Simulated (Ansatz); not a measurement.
B8⁺ (the lowest doublet isomer of a short search). Charge 1, multiplicity 2. Geometry PBE-D4/def2-SVP, basis def2-TZVP, Ansatz.

```xyz
8

B    -0.8326   -1.1858   -1.1550
B    -0.1773    0.0728   -1.8236
B    -0.8658   -1.5589    0.3794
B     0.9413    1.5215    0.4318
B     0.0003   -0.0002   -0.0002
B    -0.2438   -0.7523    1.6367
B     0.5599    0.6179    1.6514
B     0.6181    1.2849   -1.1206
```

```
run  HOMO (eV)  LUMO (eV)
  A     -12.18     -10.41
  B     -11.66     -11.16
  C     -13.07      -9.20
  D     -11.43     -11.25
  E     -11.07     -10.92
```

HOMO above LUMO, or a gap near zero within one spin, warns that the state may not be the lowest or that an electron is smeared out. The structure comes from a short search, and lower isomers may exist.

HOMO and LUMO are taken over both spins.

Problem. The runs used BLYP, CAM-B3LYP, PBE, PBE0, r2SCAN. Estimate which is which.

Solution. A PBE0 (25 % exact exchange); B r2SCAN (0 % exact exchange); C CAM-B3LYP (range-separated); D PBE (0 % exact exchange); E BLYP (0 % exact exchange). Exact exchange lowers occupied and raises empty levels; among semilocal functionals meta-GGAs tend to open the gap a little, and such runs are hard to tell apart. The gap grows from 0.15 eV (BLYP) to 3.87 eV (CAM-B3LYP). At BLYP-D4/def2-TZVP the gap within one spin of the charge 1 doublet nearly closes, so an electron or hole may be smeared out by delocalisation error.
